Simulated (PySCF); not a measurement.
C₇H₇O, doublet, at a GFN2-xTB geometry. Base run: BLYP/STO-3G (PySCF).

Input for PySCF:
```python
from pyscf import gto, scf, dft

mol = gto.Mole()
mol.atom = '''
    C    -2.774855   -0.313972   -0.097954
    C    -1.297923   -0.138731   -0.036229
    C    -0.455407   -1.262716    0.023569
    C     0.900400   -1.132818    0.065969
    C     1.538052    0.171230    0.051171
    O     2.766987    0.306144    0.089950
    C     0.635463    1.305806   -0.013121
    C    -0.717776    1.139315   -0.054411
    H    -3.103074   -1.072292    0.611357
    H    -3.064676   -0.655148   -1.093716
    H    -3.293680    0.619017    0.106761
    H    -0.905899   -2.246078    0.036471
    H     1.547925   -1.995488    0.113001
    H     1.082270    2.288580   -0.025852
    H    -1.366485    2.003572   -0.101598
'''
mol.basis = 'sto-3g'
mol.charge = 0
mol.spin = 1
mol.verbose = 5
mol.build()

mf = dft.UKS(mol)
mf.xc = 'blyp'
mf.kernel()
```

Variants of this job, named by their change:

| change | ΔE vs base (mEh) | fitting functions | dipole (D) |
|---|---|---|---|
| base | 0.000 | - | 2.52 |
| auxbasis = cc-pvdz-jkfit | -0.386 | 721 | 2.52 |
| auxbasis = cc-pvtz-jkfit | -0.328 | 842 | 2.52 |
| auxbasis = def2-universal-jfit | -3.749 | 469 | 2.52 |
| auxbasis = even-tempered beta=1.6 | -8.260 | 609 | 2.52 |
| auxbasis = even-tempered beta=3.0 | -21.069 | 285 | 2.52 |
| auxbasis = autoaux | -9.092 | 577 | 2.52 |
| auxbasis = default (with mf = mf.density_fit()) | -2.552 | 728 | 2.52 |
| auxbasis = cc-pvtz-ri | -2.628 | 858 | 2.52 |
| auxbasis = def2-tzvp-ri | -2.001 | 713 | 2.52 |

A fitting set is made for a task (jfit for Coulomb, jkfit for Coulomb and exchange, ri for correlation) and for a family of orbital bases.

Open shells are given as the SCF converged; they aren't shown to be the lowest states, and a large step between rows can be another state.
